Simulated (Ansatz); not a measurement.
The first iterations of a band of F$_{2}$HSi$_{2}$ (5 atoms, charge 1, multiplicity 1).

Computed with Ansatz, RHF/def2-SVP.

```yaml
movable_images: 9
climbing_image: yes
spring: 5.0 eV/Å²
optimiser: quadratic models (default)
start_path: through a guess of the saddle point
force_threshold: 0.05 eV/Å
iteration_limit: 60
end_points: relaxed
```

Initial state:

```xyz
5
Properties=species:S:1:pos:R:3
F 1.685 -0.052 1.111
Si 0.372 -0.447 0.366
F 0.360 -1.980 0.076
Si -1.554 1.135 -0.116
H -0.864 1.344 -1.437
```

Final state:

```xyz
5
Properties=species:S:1:pos:R:3
F 1.298 0.372 0.874
Si 0.189 -0.034 -0.182
F -0.058 -1.598 -0.169
Si -1.852 0.752 0.989
H 0.423 0.508 -1.511
```

| iteration | highest image above the first end (eV) | largest band force component (eV/Å) |
| --- | --- | --- |
| 1 | 1.613 | 3.053 |
| 2 | 0.808 | 1.602 |
| 3 | 0.880 | 1.542 |

Task: Does the band converge within its limit, and where does its top end?

Result: The run converged. It ended after 11 iterations with the highest image 0.604 eV above the first end. A vibrational analysis at the climbing image gives one clearly imaginary mode, 361i cm⁻¹: a first-order saddle point. The orbitals stay closed-shell, which can raise the energy where a bond breaks towards radicals; this wasn't checked here. Limits of this set-up: the dipole of an ion depends on the origin.

Run time: 73 s on 1 thread of Arm Neoverse V2, on a shared host, peak memory 0.12 GiB.
